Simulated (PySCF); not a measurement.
Mapped SMILES: `[OH:1][CH2:2][c:3]1[cH:4][cH:5][c:6]([SiH2:7][OH:8])[cH:9][cH:10]1` (H(Xn): hydrogen on atom n).

- shieldings: GIAO PBE0/pcSseg-1
- coordinates at the GFN2-xTB level
- run in PySCF 2.14
- in vacuum, single conformer, relativity neglected, equivalent nuclei averaged

Scale: $^{13}$C (σ = 186.93 ppm) vs TMS (reference shieldings calculated alike).

Q: Do the $^{13}$C shifts follow the atomic charges (in e)? Tabulate both.

A: 
```json
{"atoms": "C3", "hybridisation": "sp2", "δ (ppm)": "150.0", "σ para (ppm)": "-227", "Hirshfeld": "-0.00", "IAO": "-0.01", "Mulliken": "-0.36", "ESP-fitted": "-0.02"}
{"atoms": "C6", "hybridisation": "sp2", "δ (ppm)": "142.1", "σ para (ppm)": "-218", "Hirshfeld": "-0.10", "IAO": "-0.31", "Mulliken": "-0.39", "ESP-fitted": "-0.11"}
{"atoms": "C5/C9", "hybridisation": "sp2", "δ (ppm)": "141.1", "σ para (ppm)": "-209", "Hirshfeld": "-0.05", "IAO": "-0.14", "Mulliken": "-0.06", "ESP-fitted": "-0.15"}
{"atoms": "C4/C10", "hybridisation": "sp2", "δ (ppm)": "134.3", "σ para (ppm)": "-201", "Hirshfeld": "-0.05", "IAO": "-0.16", "Mulliken": "+0.02", "ESP-fitted": "-0.17"}
{"atoms": "C2", "hybridisation": "sp3", "δ (ppm)": "72.2", "σ para (ppm)": "-124", "Hirshfeld": "+0.00", "IAO": "-0.05", "Mulliken": "+0.20", "ESP-fitted": "+0.14"}
```

Correlation coefficients of δ with charge over these carbons: Hirshfeld -0.46, IAO -0.31, Mulliken -0.79, ESP-fitted -0.81; with the paramagnetic shielding -1.00. Among the 4 sp2 carbons alone: Hirshfeld +0.47, IAO +0.48, Mulliken -0.77, ESP-fitted +0.94. With so few points, grouped by hybridisation, these coefficients are fragile. Charge is one influence among several: hybridisation and low-lying excitations act through the paramagnetic term.

Shifts are as computed. Against solution values, carbons near 30 ppm lie about +3 ppm off and those near 130 ppm about +5 ppm. Of 1309 compounds with measured shifts, 239 miss one by over three times the rms of a fit or turn the order of signals round; such compounds aren't used in these exercises.
